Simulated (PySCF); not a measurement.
C₃H₇NOSi.

```xyz
13

C      1.9813     1.8268    -0.0311
C      1.7468     0.6386     0.0250
C      1.4020    -0.7892     0.0957
N      0.0923    -1.0662     0.6483
Si    -1.3523    -0.6411    -0.2193
O     -1.7252     0.9827    -0.2138
H      2.2098     2.8760    -0.0742
H      1.4568    -1.2076    -0.9249
H      2.1825    -1.3173     0.6699
H      0.0660    -0.9552     1.6579
H     -2.5074    -1.3080     0.4316
H     -1.1092    -1.1313    -1.6097
H     -0.9919     1.5638    -0.4450
```
Charge 0, spin multiplicity 1.

Geometry: PBE0-D3(BJ)/def2-SVP. This is a generated structure with no PubChem entry under its InChIKey; it may be hypothetical. The values are those of a single conformer.

The numbers are results of KT2/pcSseg-1 (PySCF), not measurements. Non-relativistic, no solvent.

Problem. Give the absolute GIAO shielding of each atom: isotropic value and principal components (ppm). (Estimate from the structure and the level; the computed values follow.)

Solution. 
| atom | σ(iso) | σ11 | σ22 | σ33 | span |
|---|---|---|---|---|---|
| C1 | 116.0 | 51.7 | 59.5 | 236.8 | 185.2 |
| C2 | 99.1 | -6.4 | 10.7 | 293.0 | 299.4 |
| C3 | 145.1 | 122.2 | 142.7 | 170.5 | 48.3 |
| N4 | 197.6 | 170.9 | 203.0 | 219.1 | 48.2 |
| Si5 | 381.8 | 346.5 | 388.9 | 410.0 | 63.5 |
| O6 | 260.4 | 220.9 | 255.3 | 305.0 | 84.2 |
| H7 | 28.9 | 24.1 | 24.4 | 38.2 | 14.1 |
| H8 | 27.4 | 22.8 | 27.5 | 32.0 | 9.2 |
| H9 | 27.4 | 21.7 | 27.2 | 33.2 | 11.5 |
| H10 | 29.8 | 23.4 | 28.4 | 37.4 | 14.0 |
| H11 | 26.5 | 22.8 | 24.5 | 32.2 | 9.4 |
| H12 | 26.1 | 23.0 | 24.6 | 30.8 | 7.8 |
| H13 | 29.3 | 20.7 | 27.3 | 39.8 | 19.1 |
